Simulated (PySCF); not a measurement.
C4H2NOP.
Geometry (GFN2-xTB, Å), atoms numbered from 1 in this order:
```
atom  x, y, z in Å
N1     3.2244    0.2437   -0.2203
C2     2.0800    0.2090   -0.1587
C3     0.6799    0.1887   -0.0903
C4    -0.0635   -0.9009    0.2757
O5    -1.3731   -0.7139    0.2768
C6    -1.6911    0.5336   -0.0905
P7    -0.3870    1.5735   -0.4665
H8     0.2889   -1.8776    0.5585
H9    -2.7450    0.7499   -0.1098
```

Definitions: NICS(0) = −σiso at the ring centroid; NICS(1) = −σiso and NICS(1)zz = −σzz at ±1 Å along the ring normal z. Level: GIAO PBE0/pcSseg-1 (PySCF, non-relativistic, gas phase) on the GFN2-xTB geometry, one conformer.

Ring bond lengths (Å), with Mayer bond orders in brackets: C3–C4 1.369 (1.52), C4–O5 1.323 (1.11), O5–C6 1.339 (1.07), C6–P7 1.710 (1.56), P7–C3 1.788 (1.08).

Q: Give the NICS values of each ring in ppm.

A: 
```json
{"ring": "C3–C4–O5–C6–P7", "type": "5-membered ring with O and P; formal bonds all aromatic", "NICS(0)": "-12.5", "NICS(1), two faces": "-11.2 / -11.2", "NICS(1)zz, two faces": "-26.2 / -26.2", "rms pucker (Å)": "0.00", "centre to ring atoms, mean (Å)": "1.27"}
```

Q: What do they say, and how far can they be read as aromaticity?

A: 
- C3–C4–O5–C6–P7: mean NICS(1)zz -26.2 ppm, shielded.

Q: And the bond-length index? HOMA = 1 − mean of α(R − Ropt)² over the ring bonds, with Krygowski's 1993 parameters (CC: Ropt 1.388 Å, α 257.7 Å⁻²; CO: Ropt 1.265 Å, α 157.38 Å⁻²; CP: Ropt 1.698 Å, α 118.91 Å⁻²).

A: 
- C3–C4–O5–C6–P7: HOMA 0.51; the largest term is that of P7–C3, α(R − Ropt)² = 0.97.

Q: Give the inner angles of the rings and the Hirshfeld charges of the ring atoms.

A: 
- C3–C4–O5–C6–P7: C3 110.4° (-0.078 e), C4 115.2° (+0.049 e), O5 111.5° (-0.031 e), C6 116.5° (-0.033 e), P7 86.4° (+0.101 e); sum 540.0° against 540° for a flat convex ring.

Q: What are the shieldings of the ring atoms and their hydrogens in the same run (means over atoms taken as equivalent)?

A: 
| atoms | environment | σ isotropic (ppm) | principal values of the symmetric part, first atom (ppm) |
| --- | --- | --- | --- |
| C3 | substituted aromatic carbon | 66.4 | -33.6, 77.4, 155.2 |
| C4 | aromatic CH next to a ring oxygen | 23.2 | -72.8, 36.9, 105.7 |
| O5 | furan-type oxygen | -21.5 | -250.7, -62.1, 248.2 |
| C6 | aromatic CH next to a ring oxygen | -4.1 | -151.6, 39.9, 99.3 |
| P7 | phosphorus bonded to 2 C | 161.2 | -72.9, 99.4, 457.2 |
| H8 | aromatic hydrogen | 23.12 | 20.0, 22.4, 26.9 |
| H9 | aromatic hydrogen | 22.71 | 20.6, 21.2, 26.3 |
